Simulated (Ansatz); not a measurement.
Ideal-gas functions of CH3NOSi (`O[SiH]1C=N1`) at 400 K and 1 bar, from an Ansatz frequency run at PBE0-D4/def2-TZVP.

Molar mass 73.13 g/mol, point group C1 (symmetry number 1), electronic degeneracy 1, moments of inertia 26.883, 106.944, 108.818 u Å². Harmonic wavenumbers (cm⁻¹, unscaled): 243, 292, 330, 603, 706, 773, 801, 854, 897, 988, 1211, 1542, 2327, 3088, 3915.

Use S(trans) = R[1.5 ln M + 2.5 ln T − 1.1517]; rotational temperatures θ = 24.2544 K / I; S(rot) = R[ln(√π/σ · √(T³/θAθBθC)) + 1.5]; for each mode x = 1.438777 ν̃/T, S = R[x/(eˣ − 1) − ln(1 − e⁻ˣ)] and H = RT x/(eˣ − 1); 1 cm⁻¹ = 0.0119627 kJ/mol; R = 8.31446 J/(mol·K).

**Question.** By hand: the entropy, in J/(mol·K).

**Answer.** Translation 168.5. Rotation: θ = 0.9022, 0.2268, 0.2229 K, giving 104.8. Vibration, mode by mode: 9.69, 8.28, 7.36, 3.34, 2.49, 2.06, 1.90, 1.64, 1.45, 1.11, 0.58, 0.21, 0.02, 0.00, 0.00, in all 40.1. Electronic 0.0. Sum 313.4 J/(mol·K).

**Question.** By hand: H − E and G − E in kJ/mol, counted from the electronic energy.

**Answer.** Zero-point energy ½ × 18570 × 0.0119627 = 111.1; thermal vibration 10.1; translation, rotation and pV give 4 RT = 13.3. H − E = 134.5 kJ/mol, and G − E = 134.5 − 400 × 313.4/1000 = 9.1 kJ/mol.

Vibration gives 13 % of the entropy. The sum counts one conformer and one mirror image; others add a mixing term.
